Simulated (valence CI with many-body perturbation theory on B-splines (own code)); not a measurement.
## E1 transitions of Cs⁶⁺

Level of theory: configuration interaction combined with many-body perturbation theory (CI+MBPT): three valence electrons over a frozen Dirac-Fock core [Kr] 4d10, a basis of 7 s, 7 p, 7 d, 7 f, 4 g, 2 h functions for each j, with the one-electron correlation potential Σ1, the two-electron term Σ2, the three-electron term Σ3, Breit, model QED; selected CI, second order for the rest, scaled by the run's own slope (own B-spline code, finite nucleus).

Against 63 measured levels this calculation errs by 477 cm⁻¹ on average and by 1585 at most. These come from a selection out of Sansonetti, J. Phys. Chem. Ref. Data 38, 761 (2009). Levels without a partner in it may be off by more, other configurations by several thousand cm⁻¹. The list stops below the first excitations out of the core. 3 measured levels below the end of the list, from 384898 cm⁻¹ on, found no clear computed partner, and computed levels of the same name lie up to 2852 cm⁻¹ from them.

Lines 301 to 350 of 600 in falling wavelength, among levels below 483310 cm⁻¹, chosen from the strongest by gf and those to the six lowest levels. Wavelengths and rates use the calculated energies, so an error of 500 cm⁻¹ moves a line at 61.50 nm by 0.31 % and its rate by three times that or more. Electric multipoles are in the length gauge, E1 and E2 with the static RPA response of the core. Weak lines are less certain than strong ones. Lines between different terms over intervals too small for the method are left out, as are lines whose strength nearly cancels. Where a level lies close to another of its J and parity, the split of strength between their lines is uncertain. The highest levels of a list are the least certain.

Names give the largest LS component (configuration and term), which can be under half, so a name can repeat, a term be missing and a line seem to break the LS rules; names also repeat where a configuration has a term twice. Letters in brackets count levels of one name in rising energy.

| λ vac (nm) | λ from measured levels | Upper | Lower | A (s⁻¹) | log gf | Branch % |
| --- | --- | --- | --- | --- | --- | --- |
| 61.50 | 61.63 | 5s5p5d ²P°_3/2 [b] | 5s²5d ²D_3/2 | 2.31e+09 | -0.28 | 10.0 |
| 61.24 |  | 5p²5d ⁴D_7/2 | 5s5p5d ⁴F°_7/2 | 5.56e+08 | -0.60 | 8.9 |
| 61.04 | 61.16 | 5s5p5d ⁴P°_5/2 | 5s5p² ²D_5/2 | 8.86e+08 | -0.53 | 5.4 |
| 60.33 |  | 4f5p² ²G°_9/2 | 4f5s5p ²F_7/2 [a] | 8.71e+08 | -0.32 | 17.9 |
| 60.26 | 60.23 | 5s5p5d ²D°_3/2 [a] | 5s5p² ²P_1/2 | 2.24e+09 | -0.31 | 13.3 |
| 59.89 |  | 5p³ ⁴S°_3/2 [b] | 5s5p² ⁴P_1/2 | 1.25e+09 | -0.57 | 16.4 |
| 59.21 | 59.22 | 5s5p5d ²P°_3/2 [a] | 5s5p² ²P_3/2 | 2.66e+09 | -0.25 | 11.3 |
| 58.91 |  | 4f5s5d ²D°_3/2 | 4f5s5p ²D_3/2 [a] | 6.56e+09 | 0.13 | 44.8 |
| 58.90 | 58.99 | 5s5p5d ⁴P°_5/2 | 5s5p² ²D_3/2 | 1.34e+08 | -1.38 | 0.8 |
| 58.80 |  | 4f5s5d ²G°_9/2 | 4f5s5p ²G_9/2 [a] | 3.01e+09 | 0.19 | 21.4 |
| 58.63 |  | 4f5s5d ⁴G°_9/2 | 4f5s5p ²G_9/2 [a] | 1.67e+09 | -0.07 | 12.3 |
| 58.37 | 58.47 | 5s5p5d ⁴D°_3/2 | 5s5p² ²D_3/2 | 9.29e+08 | -0.72 | 4.3 |
| 57.86 |  | 5p²5d ²F_7/2 | 5p³ ²D°_5/2 | 6.00e+08 | -0.62 | 33.1 |
| 57.81 |  | 4f5s5d ⁴F°_3/2 | 4f5s5p ⁴D_1/2 | 1.98e+09 | -0.40 | 12.9 |
| 57.75 |  | 4f²5s ²P_1/2 [b] | 5p³ ²P°_1/2 | 2.70e+09 | -0.57 | 25.2 |
| 57.61 |  | 4f5s5d ²F°_5/2 | 4f5s5p ²D_3/2 [a] | 2.75e+09 | -0.09 | 18.4 |
| 57.28 |  | 4f5s5d ⁴F°_5/2 | 4f5s5p ⁴D_3/2 | 2.34e+09 | -0.16 | 15.4 |
| 57.26 |  | 5p²5d ²P_3/2 | 5p³ ²D°_5/2 | 2.62e+09 | -0.29 | 32.3 |
| 57.03 |  | 5s5p6p ²P_3/2 | 5p³ ²D°_5/2 | 1.38e+09 | -0.57 | 20.9 |
| 56.81 | 56.93 | 5s5p5d ²F°_5/2 [a] | 5s5p² ²D_5/2 | 1.23e+09 | -0.45 | 8.6 |
| 56.73 |  | 4f5s5d ²D°_5/2 | 4f5s5p ²D_5/2 [a] | 4.50e+09 | 0.12 | 30.0 |
| 56.68 | 57.21 | 5s5p5d ⁴F°_5/2 | 5s5p² ⁴P_5/2 | 4.91e+08 | -0.85 | 33.7 |
| 56.43 |  | 4f5s5d ⁴F°_7/2 | 4f5s5p ⁴D_5/2 | 2.48e+09 | -0.02 | 16.5 |
| 56.32 |  | 5p²5d ²D_5/2 [b] | 5p³ ²P°_3/2 | 1.00e+09 | -0.54 | 3.6 |
| 56.21 | 56.33 | 5s5p5d ⁴D°_7/2 | 5s5p² ²D_5/2 | 1.02e+09 | -0.41 | 4.6 |
| 56.16 |  | 4f5s5d ⁴G°_7/2 | 4f5s5p ²G_7/2 [a] | 1.23e+09 | -0.33 | 8.8 |
| 56.06 |  | 4f5s5d ²G°_9/2 | 4f5s5p ²G_7/2 [a] | 2.42e+09 | 0.06 | 17.2 |
| 56.06 |  | 5s²5f ²F°_5/2 | 5s²5d ²D_5/2 | 2.13e+09 | -0.22 | 7.7 |
| 56.05 |  | 5s²5f ²F°_7/2 | 5s²5d ²D_5/2 | 2.58e+10 | 0.99 | 99.4 |
| 56.05 | 56.12 | 5s5p² ²S_1/2 | 5s²5p ²P°_1/2 | 8.21e+08 | -1.11 | 10.2 |
| 55.82 | 56.23 | 5s5p5d ²P°_1/2 [a] | 5s5p² ²S_1/2 | 1.53e+10 | 0.16 | 84.9 |
| 55.81 |  | 4f5s5d ²F°_7/2 | 4f5s5p ²G_9/2 [a] | 1.28e+09 | -0.32 | 8.6 |
| 55.60 | 55.76 | 5s5p² ²P_3/2 | 5s²5p ²P°_1/2 | 3.12e+09 | -0.24 | 21.9 |
| 55.60 | 55.70 | 5s5p5d ⁴P°_3/2 | 5s5p² ²D_5/2 | 2.24e+09 | -0.38 | 13.7 |
| 55.58 |  | 4f5s5d ⁴F°_7/2 | 4f5s5p ⁴D_7/2 | 7.22e+08 | -0.57 | 4.8 |
| 55.43 | 55.65 | 5s²6p ²P°_1/2 | 5s5p² ²D_3/2 | 1.60e+09 | -0.83 | 31.8 |
| 55.40 |  | 4f5s5d ⁴F°_9/2 | 4f5s5p ⁴D_7/2 | 2.23e+09 | 0.01 | 15.1 |
| 55.37 |  | 4f5s5d ²F°_5/2 | 4f5s5p ²D_5/2 [a] | 1.63e+09 | -0.35 | 10.9 |
| 55.37 |  | 4f5s5d ²G°_7/2 | 4f5s5p ⁴D_5/2 | 1.24e+09 | -0.34 | 8.4 |
| 55.36 |  | 5s5p5d ⁴F°_3/2 | 5s5p² ⁴P_3/2 | 3.79e+08 | -1.16 | 39.8 |
| 55.26 |  | 4f5s5d ²F°_7/2 | 4f5s5p ²D_5/2 [a] | 3.08e+09 | 0.05 | 20.7 |
| 55.25 |  | 4f5s5d ⁴F°_9/2 | 4f5s5p ⁴G_11/2 | 1.33e+09 | -0.22 | 9.0 |
| 55.24 |  | 4f5s5d ⁴G°_7/2 | 4f5s5p ⁴D_5/2 | 9.12e+08 | -0.48 | 6.5 |
| 55.18 |  | 5s²5f ²F°_5/2 | 5s²5d ²D_3/2 | 2.50e+10 | 0.84 | 90.7 |
| 54.99 |  | 4f5s5d ⁴D°_1/2 | 4f5s5p ⁴D_1/2 | 3.51e+09 | -0.50 | 22.2 |
| 54.98 |  | 4f5s5d ⁴H°_11/2 | 4f5s5p ⁴G_11/2 | 1.27e+09 | -0.16 | 9.3 |
| 54.97 |  | 4f5s5d ⁴D°_3/2 | 4f5s5p ⁴D_1/2 | 2.05e+09 | -0.43 | 13.0 |
| 54.95 | 55.04 | 5s5p5d ²F°_5/2 [a] | 5s5p² ²D_3/2 | 6.64e+09 | 0.26 | 46.5 |
| 54.81 | 55.37 | 5s5p5d ⁴F°_7/2 | 5s5p² ⁴P_5/2 | 1.96e+09 | -0.15 | 96.0 |
| 54.74 |  | 4f5s5d ⁴H°_9/2 | 4f5s5p ⁴G_9/2 | 1.33e+09 | -0.22 | 9.3 |

(1) How does gf follow from A for the line at 57.61 nm?

Answers

(1) gf = 1.4992 × (2J+1)_upper × A / σ², with σ = 173568 cm⁻¹ and 2J+1 = 6: gf = 0.820.
